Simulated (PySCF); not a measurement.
4-amino-N-methylaniline, C7H10N2.
Bonds: C1–N2, N2–C3, C3–C4 (aromatic), C4–C5 (aromatic), C5–C6 (aromatic), C6–N7, C6–C8 (aromatic), C8–C9 (aromatic), C3–C9 (aromatic). Hydrogens: H10, H11, H12 on C1; H13 on N2; H14 on C4; H15 on C5; H16, H17 on N7; H18 on C8; H19 on C9.

Computed, not measured: PySCF 2.14.0, PBE0-D3(BJ)/def2-SVP geometry optimisation, gas phase.

(1) List the bond lengths, angles and torsions at this level.

Answers

(1) 
```json
{"bond": "C1–N2", "length (Å)": "1.433"}
{"bond": "N2–C3", "length (Å)": "1.387"}
{"bond": "C3–C4, C3–C9", "length (Å)": "1.404"}
{"bond": "C4–C5, C8–C9", "length (Å)": "1.390"}
{"bond": "C5–C6, C6–C8", "length (Å)": "1.402"}
{"bond": "C6–N7", "length (Å)": "1.394"}
{"bond": "C1–H10", "length (Å)": "1.110"}
{"bond": "C1–H11, C1–H12", "length (Å)": "1.101"}
{"bond": "N2–H13", "length (Å)": "1.011"}
{"bond": "C4–H14, C9–H19", "length (Å)": "1.093"}
{"bond": "C5–H15, C8–H18", "length (Å)": "1.094"}
{"bond": "N7–H16, N7–H17", "length (Å)": "1.013"}
```

Bonds in one row agree within 0.01 Å and their mean is given. A selection of angles:
```json
{"angle": "N2–C1–H10", "degrees": "113.9"}
{"angle": "N2–C1–H11", "degrees": "111.0"}
{"angle": "N2–C1–H12", "degrees": "109.3"}
{"angle": "H10–C1–H11", "degrees": "107.3"}
{"angle": "C1–N2–C3", "degrees": "121.3"}
{"angle": "C1–N2–H13", "degrees": "115.1"}
{"angle": "C3–N2–H13", "degrees": "114.0"}
{"angle": "N2–C3–C4", "degrees": "122.7"}
{"angle": "N2–C3–C9", "degrees": "120.1"}
{"angle": "C4–C3–C9", "degrees": "117.2"}
{"angle": "C3–C4–C5", "degrees": "121.1"}
{"angle": "C3–C4–H14", "degrees": "120.2"}
{"angle": "C5–C4–H14", "degrees": "118.6"}
{"angle": "C4–C5–C6", "degrees": "121.6"}
{"angle": "C4–C5–H15", "degrees": "119.0"}
{"angle": "C6–C5–H15", "degrees": "119.4"}
{"angle": "C5–C6–N7", "degrees": "121.5"}
{"angle": "C5–C6–C8", "degrees": "117.2"}
{"angle": "C6–N7–H16", "degrees": "114.5"}
{"angle": "H16–N7–H17", "degrees": "111.0"}
{"angle": "H17–N7–C6", "degrees": "114.5"}
```

Torsions: C1–N2–C3–C4 -13° (synperiplanar). The mirror-image conformer, all signs reversed, is as good.

N7 (aniline-type nitrogen) is pyramidal (angles 114.5°, 114.5° and 111.0°, sum 340.0°, 0.29 Å off the plane of its three neighbours). The 6-membered ring C3–C4–C5–C6–C8–C9 has internal angles of 117.2° to 121.6° (sum 720°, against 720° for a flat polygon); it is planar, 0.00 Å rms from its mean plane, widest ring torsion 1°. Of the pairs four or more bonds apart, C1···H14 is among the closest relative to their van der Waals radii: 2.59 Å, 89 % of the sum of Bondi's values. The 3 C–N bonds span 1.387 Å (N2–C3, drawn single) to 1.433 Å (C1–N2, drawn single), a spread of 0.046 Å. N2 (aniline-type nitrogen) has angles 121.3°, 115.1° and 114.0°, sum 350.5°, 0.22 Å off the plane of its three neighbours.

Point group: C1 (no symmetry element, even within 0.4 Å). Stationary, but not proved a minimum. The numbers are those of one conformer.
